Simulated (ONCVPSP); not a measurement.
**Which change was made? (N, ONCV)**

| Quantity | Value |
| --- | --- |
| Element | N (Z = 7) |
| Generator | ONCVPSP 4.0.1 |
| Type | optimised norm-conserving Vanderbilt (ONCV) |
| Functional | PBE |
| Relativity | scalar-relativistic |
| Frozen core | [He] |
| Valence charge | 5 |
| Reference configuration | 2s1.5 2p3.5 |
| Partial waves | 2s: rc 1.10 bohr, ncon 4, nbas 8, qcut 7.6 1/bohr, 2 projectors, debl 1.3 Ha; 2p: rc 2.40 bohr, ncon 4, nbas 8, qcut 5.8 1/bohr, 2 projectors, debl 2.2 Ha |
| Local potential | polynomial inside 0.85 bohr (lpopt 3, dvloc0 -1 Ha) |
| Core correction | Teter function, fcfact 4.75, rcfact 1.65 |

Cutoffs, loose and tight: the cutoffs (Ha) at which the residual kinetic energy of the hardest occupied pseudo-wave falls to 1 and 0.1 mHa per electron. They do not see the model core or the augmentation charge, which bear on the density cutoff. Test errors are all-electron minus pseudo excitation energies from the reference, over the configurations 2s2 2p3; 2s2 2p2; 2s2 2p1; 2s1 2p0; variants that change the core or the reference have their own tests. The largest error is taken over the tests solved by every variant that gives reliable tests at all, those not shown here included: 2s2 2p1; 2s2 2p2; 2s2 2p3.

The base gives: outcome: generated; cutoff, loose: 24 Ha; cutoff, tight: 46 Ha; bound ghosts: none; GHOST(+) flags above zero: none; largest test error (meV): +1244.

(1) After one change the result is: outcome: generated; cutoff, loose: 116 Ha; cutoff, tight: 145 Ha; bound ghosts: none; GHOST(+) flags above zero: none; largest test error (meV): +1260. Which change was it?
A. s: qcut 4.4
B. s: qcut 10.8
C. s: qcut 5.2
D. s: qcut 9
E. s: qcut 5.9

Results:

(1) A. The others give: s: qcut 5.9 → outcome: generated; cutoff, loose: 41 Ha; cutoff, tight: 134 Ha; bound ghosts: none; GHOST(+) flags above zero: none; largest test error (meV): +1252 | s: qcut 10.8 → outcome: generated; cutoff, loose: 33 Ha; cutoff, tight: 42 Ha; bound ghosts: none; GHOST(+) flags above zero: none; largest test error (meV): +1238 | s: qcut 9 → outcome: generated; cutoff, loose: 28 Ha; cutoff, tight: 35 Ha; bound ghosts: none; GHOST(+) flags above zero: none; largest test error (meV): +1241 | s: qcut 5.2 → outcome: generated; cutoff, loose: 78 Ha; cutoff, tight: 140 Ha; bound ghosts: none; GHOST(+) flags above zero: none; largest test error (meV): +1257.
